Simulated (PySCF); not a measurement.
Ligands exchanged one at a time, B F-NH2. All species are isolated molecules in the gas phase. Strings in code marks are SMILES.

The four lowest singlet excitations (Tamm–Dancoff). Level of theory: B3LYP-D3(BJ)/def2-TZVP (PySCF). B3LYP has the VWN-RPA correlation part, as in Gaussian. Excitations are Tamm–Dancoff values on a coarser integration grid. The basis has no diffuse functions, so Rydberg states are missing or too high.

```tsv
state	energy (eV)	wavelength (nm)	oscillator strength
S1	6.20	200	0.000
S2	7.31	170	0.057
S3	7.77	160	0.000
S4	7.80	159	0.026
```

**Question.** Which member gives these states?
A) `NB(N)F`
B) `NB(F)F`
C) `NB(N)N`

**Answer.** A, `NB(N)F`
